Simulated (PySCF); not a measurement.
Bonds: Au1-Cl2 2.325 Å, Au1-Cl3 2.296 Å, Au1-Cl4 2.308 Å, Au1-P5 2.310 Å. P5 carries H6, H7, H8.

Geometry: PBE0-D3(BJ)/def2-SVP; GIAO absolute shieldings from PySCF 2.14, gas phase, scalar relativity only through the core potential, averaged over equivalent atoms.

At KT2/pcSseg-1 (def2-TZVP on Au) (151 basis functions, 16 s wall time on 1 thread of an x86-64 server CPU, shared host):
```
   atoms  σ (ppm)
     Cl3    384.1
 Cl2/Cl4    666.2
      P5    471.5
H6/H7/H8    26.37
```

Question: Predict the values at PBE0/pcSseg-1 (def2-TZVP on Au) on the same geometry.

Answer: 
```csv
atoms,σ at PBE0/pcSseg-1 (def2-TZVP on Au),change
Cl3,554.8,+170.7
Cl2/Cl4,786.9,+120.7
P5,450.7,-20.8
H6/H7/H8,26.47,+0.10
```

The largest change is at Cl3 (chlorine bonded to Au). Cost: 151 basis functions, 12 s wall time on 1 thread of an x86-64 server CPU, shared host.

Au is described by an effective core potential, so it has no shielding of its own here; spin–orbit effects on the atoms bonded to it, which can be large, are absent, and the values of these neighbours are rough. The averaged Cl atoms aren't alike in the static structure (σ from 632 to 701 ppm); the average presumes fast exchange among these sites.
